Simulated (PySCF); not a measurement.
## Levels of Tb⁶⁰⁺ from EOM-EA-GCCSD

Reference: closed-shell Tb⁶¹⁺, [He] 2s2; one electron is added. Calculated with PySCF 2.14, two-component X2C-1e with screened spin-orbit coupling, an even-tempered Gaussian basis (17 s from 11 bohr⁻², ratio 2.6; 13 p from 14 bohr⁻², ratio 2.6; 7 d from 14 bohr⁻², ratio 2.8; 4 f from 270 bohr⁻², ratio 2.8); frozen nothing; the 32 highest virtual spinors dropped; of the others 50 kept and the rest restored at second order. No Breit or QED terms. Binding energies in eV.

```json
{"level": "2p1/2", "Koopmans": "14016.0", "second order": "14014.9", "EOM-CCSD": "14011.1"}
{"level": "2p3/2", "Koopmans": "13192.0", "second order": "13192.9", "EOM-CCSD": "13192.7"}
```

For comparison, the ionisation energy of Tb⁶⁰⁺ is 14003 ± 10 eV (theoretical estimate listed by NIST; NIST Atomic Spectra Database, ionization energies).

Only part of the computed levels is shown.
